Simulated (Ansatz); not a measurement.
Ansatz (a quantum-chemistry and plane-wave program) input (B3LYP-D3(BJ)/def2-TZVP):

Ansatz 0.2 input:
```yaml
crystal:
  periodic: [false, false, false]
  atoms:
    - {symbol: C, position_ang: [0.16178819, -1.87525880, -0.05852127]}
    - {symbol: C, position_ang: [-0.21534942, -0.41806819, 0.06031113]}
    - {symbol: O, position_ang: [0.91652720, 0.35908963, 0.49211768]}
    - {symbol: C, position_ang: [1.09603052, 0.45913576, 1.82892132]}
    - {symbol: O, position_ang: [-0.61171915, 0.04502995, -1.18134996]}
    - {symbol: C, position_ang: [-1.13382350, 1.36658107, -1.17340311]}
    - {symbol: H, position_ang: [0.52676811, -2.24298699, 0.90010943]}
    - {symbol: H, position_ang: [-0.70484544, -2.46202726, -0.36265254]}
    - {symbol: H, position_ang: [0.94745962, -1.98451222, -0.80579130]}
    - {symbol: H, position_ang: [-1.01406457, -0.26238026, 0.80353237]}
    - {symbol: H, position_ang: [0.23162271, 0.35739404, 2.47616562]}
    - {symbol: H, position_ang: [1.94847681, 1.05541843, 2.11439816]}
    - {symbol: H, position_ang: [-1.97892539, 1.44697164, -0.47949958]}
    - {symbol: H, position_ang: [-1.47847164, 1.57248715, -2.18434533]}
    - {symbol: H, position_ang: [-0.36835912, 2.09233991, -0.89190716]}
basis:
  gaussian:
    orbitals: def2-TZVP
hamiltonian:
  xc: b3lyp
  dispersion: d3bj
magnetization: {spin_polarized: true, initial_magnetization: 1}
phonons: {temperatures: {t_min: 298.15, t_max: 298.15, t_step: 100}}
```

Output:

```
Functional definition: B3LYP
integrals: 0.17 GiB planned
1418 factors; their error is unknown
0.34 GiB of the device are held for the grids
1.33 GiB of device memory are held for the factors and their scratch space
mean field: 1.59 GiB planned
mean field evaluation 1: about -8379.9483 eV, gradient 5.0e1 eV
mean field evaluation 2: about -8375.4212 eV, gradient 5.9e1 eV
mean field evaluation 4: about -8390.3280 eV, gradient 3.3e0 eV
mean field evaluation 8: about -8390.3487 eV, gradient 4.4e-1 eV
mean field evaluation 16: about -8390.3492 eV, gradient 1.2e-4 eV
mean field -8390.34919574 eV, -308.3396457605 hartree, gradient 3.5e-5 eV, S^2 0.753745; 0 other end points of the search recorded, 0 dependent functions left out
the calculation of the forces begins
reference -8390.34949916 eV, -308.3396569110 hartree; 25, 24 occupied and 215, 216 virtual orbitals, 1418 factors
these checks for a lower state are left out or cut short: stability, starts, cluster_reference, orbital_swaps, neighbouring_geometries, increment
integrals: 0.17 GiB planned
1418 factors; their error is unknown
0.34 GiB of the device are held for the grids
1.33 GiB of device memory are held for the factors and their scratch space
mean field: 1.59 GiB planned
mean field -8390.34902420 eV, -308.3396394567 hartree, gradient 2.1e-6 eV, S^2 0.753745; 0 other end points of the search recorded, 0 dependent functions left out
the calculation of the forces begins
reference -8390.34932762 eV, -308.3396506070 hartree; 25, 24 occupied and 215, 216 virtual orbitals, 1418 factors
these checks for a lower state are left out or cut short: stability, starts, cluster_reference, orbital_swaps, neighbouring_geometries, increment
integrals: 0.17 GiB planned
1418 factors; their error is unknown
0.34 GiB of the device are held for the grids
1.33 GiB of device memory are held for the factors and their scratch space
mean field: 1.59 GiB planned
mean field evaluation 32: about -8390.3490 eV, gradient 2.1e-6 eV
mean field -8390.34901693 eV, -308.3396391893 hartree, gradient 2.1e-6 eV, S^2 0.753744; 0 other end points of the search recorded, 0 dependent functions left out
the calculation of the forces begins
reference -8390.34932035 eV, -308.3396503400 hartree; 25, 24 occupied and 215, 216 virtual orbitals, 1418 factors
these checks for a lower state are left out or cut short: stability, starts, cluster_reference, orbital_swaps, neighbouring_geometries, increment
integrals: 0.17 GiB planned
1418 factors; their error is unknown
0.34 GiB of the device are held for the grids
1.33 GiB of device memory are held for the factors and their scratch space
mean field: 1.59 GiB planned
mean field -8390.34898144 eV, -308.3396378850 hartree, gradient 2.1e-6 eV, S^2 0.753745; 0 other end points of the search recorded, 0 dependent functions left out
the calculation of the forces begins
reference -8390.34928487 eV, -308.3396490361 hartree; 25, 24 occupied and 215, 216 virtual orbitals, 1418 factors
these checks for a lower state are left out or cut short: stability, starts, cluster_reference, orbital_swaps, neighbouring_geometries, increment
integrals: 0.17 GiB planned
1418 factors; their error is unknown
0.34 GiB of the device are held for the grids
1.33 GiB of device memory are held for the factors and their scratch space
mean field: 1.59 GiB planned
mean field -8390.34911265 eV, -308.3396427069 hartree, gradient 2.1e-6 eV, S^2 0.753745; 0 other end points of the search recorded, 0 dependent functions left out
[...]
mean field -8390.34918324 eV, -308.3396453013 hartree, gradient 2.1e-6 eV, S^2 0.753745; 0 other end points of the search recorded, 0 dependent functions left out
the calculation of the forces begins
reference -8390.34948669 eV, -308.3396564527 hartree; 25, 24 occupied and 215, 216 virtual orbitals, 1418 factors
these checks for a lower state are left out or cut short: stability, starts, cluster_reference, orbital_swaps, neighbouring_geometries, increment
integrals: 0.17 GiB planned
1418 factors; their error is unknown
0.34 GiB of the device are held for the grids
1.33 GiB of device memory are held for the factors and their scratch space
mean field: 1.59 GiB planned
mean field -8390.34919040 eV, -308.3396455642 hartree, gradient 2.1e-6 eV, S^2 0.753745; 0 other end points of the search recorded, 0 dependent functions left out
the calculation of the forces begins
reference -8390.34949385 eV, -308.3396567160 hartree; 25, 24 occupied and 215, 216 virtual orbitals, 1418 factors
these checks for a lower state are left out or cut short: stability, starts, cluster_reference, orbital_swaps, neighbouring_geometries, increment
integrals: 0.17 GiB planned
1418 factors; their error is unknown
0.34 GiB of the device are held for the grids
1.33 GiB of device memory are held for the factors and their scratch space
mean field: 1.59 GiB planned
mean field -8390.34915995 eV, -308.3396444454 hartree, gradient 2.1e-6 eV, S^2 0.753745; 0 other end points of the search recorded, 0 dependent functions left out
the calculation of the forces begins
reference -8390.34946334 eV, -308.3396555946 hartree; 25, 24 occupied and 215, 216 virtual orbitals, 1418 factors
these checks for a lower state are left out or cut short: stability, starts, cluster_reference, orbital_swaps, neighbouring_geometries, increment
integrals: 0.17 GiB planned
1418 factors; their error is unknown
0.34 GiB of the device are held for the grids
1.33 GiB of device memory are held for the factors and their scratch space
mean field: 1.59 GiB planned
mean field -8390.34908360 eV, -308.3396416395 hartree, gradient 2.1e-6 eV, S^2 0.753745; 0 other end points of the search recorded, 0 dependent functions left out
the calculation of the forces begins
reference -8390.34938697 eV, -308.3396527882 hartree; 25, 24 occupied and 215, 216 virtual orbitals, 1418 factors
these checks for a lower state are left out or cut short: stability, starts, cluster_reference, orbital_swaps, neighbouring_geometries, increment
integrals: 0.17 GiB planned
1418 factors; their error is unknown
0.34 GiB of the device are held for the grids
1.33 GiB of device memory are held for the factors and their scratch space
mean field: 1.59 GiB planned
mean field -8390.34912193 eV, -308.3396430481 hartree, gradient 2.1e-6 eV, S^2 0.753745; 0 other end points of the search recorded, 0 dependent functions left out
the calculation of the forces begins
reference -8390.34942540 eV, -308.3396542004 hartree; 25, 24 occupied and 215, 216 virtual orbitals, 1418 factors
these checks for a lower state are left out or cut short: stability, starts, cluster_reference, orbital_swaps, neighbouring_geometries, increment
integrals: 0.17 GiB planned
1418 factors; their error is unknown
0.34 GiB of the device are held for the grids
1.33 GiB of device memory are held for the factors and their scratch space
mean field: 1.59 GiB planned
mean field evaluation 608: about -8390.3680 eV, gradient 3.7e-4 eV
mean field -8390.34912710 eV, -308.3396432381 hartree, gradient 2.1e-6 eV, S^2 0.753745; 0 other end points of the search recorded, 0 dependent functions left out
the calculation of the forces begins
reference -8390.34943054 eV, -308.3396543891 hartree; 25, 24 occupied and 215, 216 virtual orbitals, 1418 factors
these checks for a lower state are left out or cut short: stability, starts, cluster_reference, orbital_swaps, neighbouring_geometries, increment
integrals: 0.17 GiB planned
1418 factors; their error is unknown
0.34 GiB of the device are held for the grids
1.33 GiB of device memory are held for the factors and their scratch space
mean field: 1.59 GiB planned
mean field -8390.34914444 eV, -308.3396438754 hartree, gradient 2.1e-6 eV, S^2 0.753745; 0 other end points of the search recorded, 0 dependent functions left out
the calculation of the forces begins
reference -8390.34944785 eV, -308.3396550255 hartree; 25, 24 occupied and 215, 216 virtual orbitals, 1418 factors
these checks for a lower state are left out or cut short: stability, starts, cluster_reference, orbital_swaps, neighbouring_geometries, increment
integrals: 0.17 GiB planned
1418 factors; their error is unknown
0.34 GiB of the device are held for the grids
1.33 GiB of device memory are held for the factors and their scratch space
mean field: 1.59 GiB planned
mean field -8390.34917278 eV, -308.3396449167 hartree, gradient 2.1e-6 eV, S^2 0.753745; 0 other end points of the search recorded, 0 dependent functions left out
the calculation of the forces begins
reference -8390.34947623 eV, -308.3396560683 hartree; 25, 24 occupied and 215, 216 virtual orbitals, 1418 factors
these checks for a lower state are left out or cut short: stability, starts, cluster_reference, orbital_swaps, neighbouring_geometries, increment
integrals: 0.17 GiB planned
1418 factors; their error is unknown
0.34 GiB of the device are held for the grids
1.33 GiB of device memory are held for the factors and their scratch space
mean field: 1.59 GiB planned
mean field -8390.34911149 eV, -308.3396426644 hartree, gradient 2.1e-6 eV, S^2 0.753745; 0 other end points of the search recorded, 0 dependent functions left out
the calculation of the forces begins
reference -8390.34941488 eV, -308.3396538138 hartree; 25, 24 occupied and 215, 216 virtual orbitals, 1418 factors
these checks for a lower state are left out or cut short: stability, starts, cluster_reference, orbital_swaps, neighbouring_geometries, increment
integrals: 0.17 GiB planned
1418 factors; their error is unknown
0.34 GiB of the device are held for the grids
1.33 GiB of device memory are held for the factors and their scratch space
mean field: 1.59 GiB planned
mean field evaluation 640: about -8390.3492 eV, gradient 1.7e-6 eV
mean field -8390.34915342 eV, -308.3396442053 hartree, gradient 2.1e-6 eV, S^2 0.753745; 0 other end points of the search recorded, 0 dependent functions left out
the calculation of the forces begins
reference -8390.34945684 eV, -308.3396553557 hartree; 25, 24 occupied and 215, 216 virtual orbitals, 1418 factors
these checks for a lower state are left out or cut short: stability, starts, cluster_reference, orbital_swaps, neighbouring_geometries, increment
integrals: 0.17 GiB planned
1418 factors; their error is unknown
0.34 GiB of the device are held for the grids
1.33 GiB of device memory are held for the factors and their scratch space
mean field: 1.59 GiB planned
mean field -8390.34919698 eV, -308.3396458062 hartree, gradient 2.1e-6 eV, S^2 0.753745; 0 other end points of the search recorded, 0 dependent functions left out
the calculation of the forces begins
reference -8390.34950041 eV, -308.3396569569 hartree; 25, 24 occupied and 215, 216 virtual orbitals, 1418 factors
Total energy: -8390.80857703 eV, -308.3565277116 hartree
Atom 0 at     0.161788    -1.875259    -0.058521 Å, force    -0.000081    -0.000247     0.000404 eV/Å
Atom 1 at    -0.215349    -0.418068     0.060311 Å, force     0.000604    -0.000418    -0.000230 eV/Å
Atom 2 at     0.916527     0.359090     0.492118 Å, force    -0.000255    -0.000105    -0.000026 eV/Å
Atom 3 at     1.096031     0.459136     1.828921 Å, force     0.000190    -0.000008    -0.001243 eV/Å
Atom 4 at    -0.611719     0.045030    -1.181350 Å, force    -0.000315     0.001142    -0.000254 eV/Å
Atom 5 at    -1.133824     1.366581    -1.173403 Å, force     0.000102    -0.000111    -0.000129 eV/Å
Atom 6 at     0.526768    -2.242987     0.900109 Å, force     0.000066    -0.000168     0.000097 eV/Å
Atom 7 at    -0.704845    -2.462027    -0.362653 Å, force    -0.000029    -0.000003     0.000003 eV/Å
Atom 8 at     0.947460    -1.984512    -0.805791 Å, force    -0.000093     0.000141     0.000020 eV/Å
Atom 9 at    -1.014065    -0.262380     0.803532 Å, force     0.000145    -0.000051     0.000275 eV/Å
Atom 10 at     0.231623     0.357394     2.476166 Å, force    -0.001190    -0.000267     0.000921 eV/Å
Atom 11 at     1.948477     1.055418     2.114398 Å, force     0.000861     0.000396     0.000198 eV/Å
Atom 12 at    -1.978925     1.446972    -0.479500 Å, force    -0.000043    -0.000178    -0.000080 eV/Å
Atom 13 at    -1.478472     1.572487    -2.184345 Å, force     0.000081     0.000027     0.000025 eV/Å
Atom 14 at    -0.368359     2.092340    -0.891907 Å, force    -0.000043    -0.000151     0.000019 eV/Å
Dipole moment:    -0.275762     0.068073     0.155130 e Å
Vibrations: 70.69 122.45 182.97 222.43 253.65 273.60 345.50 409.85 531.89 550.09 559.39 826.87 895.92 1041.03 1101.01 1137.43 1164.04 1174.82 1199.80 1240.05 1264.72 1382.55 1392.89 1417.51 1473.74 1478.28 1484.66 1487.13 1492.19 1511.39 2939.64 2999.25 3052.22 3073.50 3109.93 3125.46 3129.28 3131.86 3261.15 cm⁻¹, zero-point energy 3.441233 eV
```

It need not be the lowest isomer of its formula.
